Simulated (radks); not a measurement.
Results of a calculation; reference values are marked as such.
Numerical settings for the bismuth ion Bi+, [Hg] 6p2. Code: a radial shooting solver on a logarithmic mesh with Libxc functionals. Model: scalar-relativistic Kohn-Sham, PBE, spin-polarised, spherical densities, finite nucleus; open shells are filled with parallel spins first (spin-orbit coupling, left out, can overturn this in heavy ions); Fermi nuclear charge, rms radius 5.5211 fm. The defaults (mesh step 0.008 in ln r, mesh end at 40 bohr or more with all orbitals vanishing there, Anderson mixing 0.5 over 9 steps, residual threshold near 1e-9 with the energy settled to 1e-9 hartree or 1e-11 of itself, here a cap of 77 iterations) give E = -21524.005 hartree and 6p at -12.038 eV in 15 iterations. Run on one thread of a shared host, so times are rough (Arm Neoverse V1): 0.31 s of CPU time, 0.31 s wall, 15 iterations on 2360 mesh points. Changes against that run (0 stands for a change within the tolerance of the run):

| setting | iterations | converged | E (mhartree) | e(6p) (meV) | CPU (s) |
|---|---|---|---|---|---|
| mesh step in ln r 0.005 | 15 | yes | 0 | 0 | 0.49 |
| mesh step in ln r 0.12 | 4 | no | diverged | - | 0.02 |
| mesh step in ln r 0.03 | 15 | yes | +0.00806 | 0 | 0.1 |
| mesh end (bohr) 1 | 15 | level above zero | +3.59e+05 | +1.28e+06 | 0.26 |
| mesh end (bohr) 12 | 15 | yes | +0.00104 | +0.0976 | 0.3 |
| residual threshold 1e-16 | 77 | no | 0 | 0 | 0.7 |
| residual threshold 0.001 | 10 | yes | 0 | -0.0716 | 0.24 |
| mixing 2.5 | 19 | yes | 0 | 0 | 0.38 |
| linear mixing, mixing 0.05 | 77 | no | -12.2 | -71.6 | 1.5 |
| linear mixing, mixing 0.2 | 77 | no | 0 | 0 | 1.2 |
| mixing history 20 | 19 | yes | 0 | 0 | 0.37 |
| iteration cap 8 | 8 | no | +0.00132 | +1.21 | 0.19 |

Settled on a wrong energy, with an occupied level pushed above zero by the early mesh end: mesh end (bohr) 1 (+359 hartree). Apart from these: no run marked as converged misses the energy by more than 1 mhartree. A mesh that ends early acts as a hard wall.
